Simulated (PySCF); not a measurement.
dibromo(dichloro)methane (CBr2Cl2), SMILES ClC(Cl)(Br)Br. The structure is a stationary point at PBE-D3(BJ)/def2-SVP.

Level of theory: PBE-D3(BJ)/def2-SVP run with PySCF 2.14.0.

Harmonic wavenumbers (cm⁻¹): 147, 167, 223, 233, 256, 373, 631, 690, 729. Rotational constants (GHz): 1.320, 0.9013, 0.7868; symmetry number 2.

### Question
Work out the zero-point energy and the ideal-gas rigid-rotor harmonic-oscillator thermochemistry at 298.15 K and 1 atm.

### Answer
ZPE = ½ Σ hcν = ½ × 3449 cm⁻¹ = 4.93 kcal/mol. H − E(el) = 9.48 kcal/mol. Entropy in cal/(mol K): translation 42.36, rotation 28.84, vibration 12.72, total 83.92. G − E(el) = -15.54 kcal/mol. Cp = 21.21 cal/(mol K). Modes under 150 cm⁻¹ make the vibrational entropy uncertain.
